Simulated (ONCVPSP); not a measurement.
**Before and after: ONCV potential for Ca (Z = 20)**

calcium (Ca), optimised norm-conserving Vanderbilt (ONCV), made with ONCVPSP 4.0.1 (PBEsol, scalar-relativistic). Core [Ne], reference 3s2 3p6 4s1.75 (charge +0.25). Waves: 3s+4s: rc 1.60 bohr, ncon 4, nbas 8, qcut 8.3 1/bohr, 3 projectors, debl 1.6 Ha; 3p: rc 1.80 bohr, ncon 4, nbas 7, qcut 6.2 1/bohr, 2 projectors, debl 3.9 Ha; d scattering state at 0.28 Ha: rc 1.90 bohr, ncon 5, nbas 8, qcut 4.2 1/bohr, 2 projectors, debl 2.3 Ha; f scattering state at 0.14 Ha: rc 1.55 bohr, ncon 4, nbas 8, qcut 6.5 1/bohr, 2 projectors, debl 3.8 Ha. Local part: polynomial inside 1.00 bohr (lpopt 4, dvloc0 0 Ha). Core correction: polynomial model core, fcfact 0.35.

In the d channel the program set the typed energies aside and used -0.126, 2.174 Ha.

Change: s: qcut 10.7; p: qcut 8; d: qcut 5.4; f: qcut 8.4.

Cutoffs: the cutoffs (Ha) at which the residual kinetic energy of the hardest occupied pseudo-wave falls to 1 and 0.1 mHa per electron; they do not see the model core or the augmentation charge, which bear on the density cutoff. Errors are all-electron minus pseudo energies relative to the spin-unpolarised reference configuration.

Predict the effect on cutoff, ghosts and configuration errors.

The potential gets harder (22 Ha and 26 Ha → 29 Ha and 36 Ha); of the 4 tests that both files solve, the error grows in 0 and shrinks in 2 by more than 15 % and 0.3 meV (median size 0.5 → 0.2 meV); neither file shows a bound ghost.

| quantity | base | changed |
| --- | --- | --- |
| cutoff, loose | 22 Ha | 29 Ha |
| cutoff, tight | 26 Ha | 36 Ha |
| loose cutoff by channel | s 22 Ha, p 14 Ha | s 29 Ha, p 15 Ha |
| bound ghosts | none | none |
| GHOST(+) flags under 300 eV | none | none |
| error for 3s2 3p6 4s2, meV [ΔE -1.09 eV] | 0.0 | 0.0 |
| error for 3s2 3p6 4s1, meV [ΔE 5.21 eV] | -0.2 | -0.1 |
| error for 3s2 3p6 4s0, meV [ΔE 16.89 eV] | -0.7 | -0.3 |
| error for 3s2 3p6 3d1 4s0, meV [ΔE 6.53 eV] | +16 | +13 |
| s: phases at 1.62 bohr within 0.05 rad from the reference energy up to (Ha; the scan ends near 5) | to the end of the scan | to the end of the scan |
| p: phases at 1.83 bohr within 0.05 rad from the reference energy up to (Ha; the scan ends near 5) | to the end of the scan | to the end of the scan |
| d: phases at 1.93 bohr within 0.05 rad from the reference energy up to (Ha; the scan ends near 5) | to the end of the scan | to the end of the scan |
| f: phases at 1.57 bohr within 0.05 rad from the reference energy up to (Ha; the scan ends near 5) | to the end of the scan | to the end of the scan |
| rms error of d²Exc/dni dnj with the model core, mHa | 0.26 | 0.44 |

Base: The cutoffs count occupied waves only; projector 1 of the d channel, the hardest unoccupied one, needs 59 Ha at the loose tolerance.
